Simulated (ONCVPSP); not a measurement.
Which change was made? (Cr, ONCV)

Cr, optimised norm-conserving Vanderbilt (ONCV), made with ONCVPSP 4.0.1 (LDA (Perdew-Wang 92), scalar-relativistic). Core [Ar], reference 3d4 4s2. Waves: 4s: rc 2.55 bohr, ncon 5, nbas 8, qcut 2 1/bohr, 2 projectors, debl 1.8 Ha; p scattering state at 0.29 Ha: rc 2.35 bohr, ncon 4, nbas 9, qcut 4.2 1/bohr, 2 projectors, debl 0.4 Ha; 3d: rc 1.95 bohr, ncon 3, nbas 8, qcut 9.4 1/bohr, local. Local part: the d channel. Core correction: Teter function fitted to the true core (icmod 2), fcfact 0.4.

In the p channel the program set the typed energies aside and used 0.050, 0.450 Ha.

Cutoffs, loose and tight: the cutoffs (Ha) at which the residual kinetic energy of the hardest occupied pseudo-wave falls to 1 and 0.1 mHa per electron. They do not see the model core or the augmentation charge, which bear on the density cutoff. Test errors are all-electron minus pseudo excitation energies from the reference, over the configurations 3d5 4s1; 3d5 4s0; 3d4 4s0; 3d5 4s0.5; variants that change the core or the reference have their own tests.

The base gives: outcome: generated, projector energies reset by the program; cutoff, loose: 29 Ha; cutoff, tight: 34 Ha; bound ghosts: s, p; GHOST(+) flags above zero: none; largest test error (meV): -159.

Question: After one change the result is: outcome: generated; cutoff, loose: 56 Ha; cutoff, tight: 64 Ha; bound ghosts: none; GHOST(+) flags above zero: none; largest test error (meV): +3.1 over the solved tests; 1 of 4 tests not solved or not reliable. Which change was it?
A. p: rc 2.8
B. core [Ne], valence charge 14; reference 3s2 3p6 3d5 4s1; waves now 3s+4s: rc 1.65 bohr, ncon 3, nbas 6, qcut 8.3 1/bohr, 3 projectors, debl 3.3 Ha; 3p: rc 1.00 bohr, ncon 3, nbas 7, qcut 9 1/bohr, 3 projectors, debl 3.8 Ha; 3d: rc 1.30 bohr, ncon 5, nbas 10, qcut 12 1/bohr, 2 projectors, debl 2.9 Ha; local potential polynomial inside 0.95 bohr (lpopt 5, dvloc0 3 Ha)
C. fully relativistic

Answer: B. The others give: p: rc 2.8 → outcome: generated, projector energies reset by the program; cutoff, loose: 29 Ha; cutoff, tight: 34 Ha; bound ghosts: s; GHOST(+) flags above zero: p; largest test error (meV): -159 | fully relativistic → outcome: generated, projector energies reset by the program; cutoff, loose: 29 Ha; cutoff, tight: 34 Ha; bound ghosts: s, p3/2, p1/2; GHOST(+) flags above zero: p1/2; largest test error (meV): -157.
